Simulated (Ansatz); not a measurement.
CuF2 (the lowest doublet isomer of a short search) was relaxed with PBE-D4 (def2-TZVP) in Ansatz in these states: neutral doublet, neutral quartet. The geometries follow in no particular order.

A:

```xyz
3

Cu    0.000    0.000    0.000
F    -0.962    1.434    0.192
F     0.962   -1.434   -0.192
```

B:

| atom | x (Å) | y (Å) | z (Å) |
| --- | --- | --- | --- |
| Cu1 | -0.0308 | -0.6958 | 0.4342 |
| F2 | 0.3193 | 1.0333 | 0.9027 |
| F3 | -0.2885 | -0.3374 | -1.3369 |

Judge from the bond lengths which geometry belongs to which state (an estimate).

A is the neutral doublet (Cu1–F3 1.738 Å, Cu1–F2 1.738 Å); B is the neutral quartet (Cu1–F3 1.825 Å, Cu1–F2 1.825 Å).

At PBE-D4/def2-TZVP the gap within one spin of the charge 0 doublet nearly closes, so an electron or hole may be smeared out by delocalisation error. At PBE0-D4/def2-TZVP a doublet lies 5.32 eV below the neutral quartet. These are the stationary points nearest to one start from a short search; other shapes may lie lower in each state.
